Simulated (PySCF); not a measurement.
Compound: BH8NPbSi.
Bonds: B1–Pb2, Pb2–N3, N3–Si4. Hydrogens: H5, H6 on B1; H7, H8 on Pb2; H9 on N3; H10, H11, H12 on Si4.

Computed, not measured: PySCF 2.14.0, PBE0-D3(BJ)/def2-SVP geometry optimisation, gas phase, def2 core potentials past Kr.

Problem. How far are the bound atoms from Pb2?

Solution. 4 atoms: H8 1.768 Å, H7 1.770 Å, N3 2.156 Å, B1 2.287 Å. The nearest atom not counted as bound is H9, at 2.73 Å.

Problem. List the angles at Pb2.

Solution. 
| angle | degrees | distance of the outer atoms (Å) |
| --- | --- | --- |
| B1–Pb2–H8 | 117.8 | 3.48 |
| B1–Pb2–H7 | 114.5 | 3.42 |
| B1–Pb2–N3 | 107.8 | 3.59 |
| H7–Pb2–H8 | 107.2 | 2.85 |
| N3–Pb2–H8 | 105.3 | 3.13 |
| N3–Pb2–H7 | 102.8 | 3.08 |

Problem. What is the shape at Pb2?

Solution. Distorted tetrahedral: angles from 102.8° to 117.8°; τ4 = (360° − α − β)/141° = 0.91 with α and β the two widest (0 for a square, 1 for a tetrahedron).

Problem. What are the other bond lengths?

Solution. N3–Si4 1.718 Å; B1–H5, B1–H6 1.204 Å; N3–H9 1.015 Å; Si4–H10, Si4–H11, Si4–H12 1.502 Å.

Problem. Give some angles away from the centre.

Solution. Pb2–N3–Si4 126.6°.

Problem. What are the rotational constants (commonest isotopes, rigid rotor)?

Solution. A = 5348, B = 1307, C = 1093 MHz: an asymmetric top.

Point group: C1 (no symmetry element, even within 0.4 Å). Charge 0, singlet. No PBE0-D3(BJ)/def2-SVP frequencies stand behind this structure, so it isn't proved a minimum.

Shape of the structure used: `[BH2:1][PbH2:2][NH:3][SiH3:4]`: B1–Pb2–N3–Si4 -29°.

One conformer stands for the species.
